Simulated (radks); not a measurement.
Neutral xenon inside a hard spherical wall (all orbitals vanish at R), configuration held at [Xe] and not refilled when levels cross. All-electron calculation, scalar-relativistic Kohn-Sham, PBEsol, spin-polarised, spherical densities, point nucleus. Program: a radial shooting solver on a logarithmic mesh with Libxc functionals. Eigenvalues in eV for spin up, with the zero of energy where the potential of the charges vanishes at infinity; a dash marks a level that is unbound or too diffuse for the functional's potential to be trusted. A positive occupied level is held by the wall or, in an anion where self-interaction has pushed it up, behind a barrier. The pressure on the wall is -dE/dV.

R (bohr)  E (hartree)  kinetic (hartree)    e(4p)    e(4d)    e(5s)   e(5p)  e(6s, empty)  e(5d, empty)  pressure (GPa)
free      -7444.25530           7828.065  -141.07  -59.314  -19.780  -8.243             -             -               0
20        -7444.25530           7828.065  -141.07  -59.314  -19.780  -8.243             -             -        < 0.0001
12        -7444.25530           7828.065  -141.07  -59.313  -19.780  -8.243        -0.236         1.619        < 0.0001
10        -7444.25527           7828.065  -141.06  -59.310  -19.777  -8.240         0.067         2.009         0.00128
7         -7444.25159           7828.100  -140.88  -59.132  -19.630  -8.097         2.138         3.445           0.274
6         -7444.23779           7828.208  -140.44  -58.697  -19.284  -7.744         4.515         4.703            1.77
4         -7443.82581           7830.506  -134.68  -53.065  -14.886  -2.718        24.847        14.285             105
3         -7441.80938           7839.136  -121.85  -40.720   -3.173  11.622        71.860        36.045            1160
2         -7425.65612           7896.568  -79.376    0.527   60.694  87.215        272.91        133.01           25300
